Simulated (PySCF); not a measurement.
Compound: C₅H₉FO.
Structure used (GFN2-xTB), in Å, numbered top down from 1:
```
atom  x, y, z in Å
C1    -1.587   -1.227    0.575
C2    -0.456   -0.388   -0.010
C3    -0.998    0.814   -0.783
O4     0.344    0.034    1.094
C5     1.611    0.424    0.874
C6     2.283    0.486   -0.268
F7     3.575    0.890   -0.250
H8    -1.178   -2.069    1.127
H9    -2.226   -1.598   -0.220
H10   -2.178   -0.622    1.257
H11    0.157   -1.014   -0.675
H12   -1.589    0.473   -1.628
H13   -0.188    1.439   -1.148
H14   -1.628    1.414   -0.131
H15    2.098    0.701    1.799
H16    1.952    0.250   -1.265
```

The closed-shell SCF was solved with PySCF and density fitting under several settings on one GFN2-xTB geometry (grid level 2 and gas phase unless stated).

```json
{"settings": "PBE0/pcSseg-1", "basis functions": "164", "SCF cycles": "14", "E (Eh)": "-370.5212", "HOMO (eV)": "-6.49", "LUMO (eV)": "0.95", "dipole (D)": "2.47"}
{"settings": "PBE0/def2-SVPD", "basis functions": "218", "SCF cycles": "14", "E (Eh)": "-370.3104", "HOMO (eV)": "-6.58", "LUMO (eV)": "0.61", "dipole (D)": "2.48"}
{"settings": "wB97X/pcSseg-1", "basis functions": "164", "SCF cycles": "14", "E (Eh)": "-370.8464", "HOMO (eV)": "-8.84", "LUMO (eV)": "3.15", "dipole (D)": "2.49"}
{"settings": "B3LYP/aug-cc-pVDZ, start guess vsap, damping 0.2 at the start, DIIS from the seventh cycle", "basis functions": "242", "SCF cycles": "32", "E (Eh)": "-371.0213", "HOMO (eV)": "-6.29", "LUMO (eV)": "-0.34", "dipole (D)": "2.45"}
```

**Question.** Estimate the rows for these settings: (1) LC-wPBE/pcSseg-1; (2) PW91/ANO-RCC-VDZP, damping 0.3 at the start, DIIS from the seventh cycle.

**Answer.** 
| settings | basis functions | SCF cycles | E (Eh) | HOMO (eV) | LUMO (eV) | dipole (D) |
| --- | --- | --- | --- | --- | --- | --- |
| LC-wPBE/pcSseg-1 | 164 | 14 | -370.7165 | -9.15 | 3.29 | 2.50 |
| PW91/ANO-RCC-VDZP, damping 0.3 at the start, DIIS from the seventh cycle | 143 | 21 | -370.9548 | -5.18 | -0.41 | 2.46 |

**Question.** Over all rows, what range does the HOMO–LUMO gap span?

**Answer.** From 4.77 eV (PW91/ANO-RCC-VDZP, damping 0.3 at the start, DIIS from the seventh cycle) to 12.44 eV (LC-wPBE/pcSseg-1). The functional of the narrowest has no exact exchange, that of the widest range-separated exact exchange.

**Question.** Compare two rows with the functional PBE0: PBE0/pcSseg-1 and PBE0/def2-SVPD. Which energy is lower, and by how much?

**Answer.** PBE0/pcSseg-1 (164 functions) lies 0.2108 Eh or 132 kcal/mol below PBE0/def2-SVPD (218 functions). The smaller set gives the lower energy; the two sets aren't nested, so the variational bound doesn't order them by size.

Cycle counts include a coarse-grid stage where the run had one. ANO-RCC sets were contracted for a scalar-relativistic Hamiltonian, but ran non-relativistically here.

One conformer stands for the species.
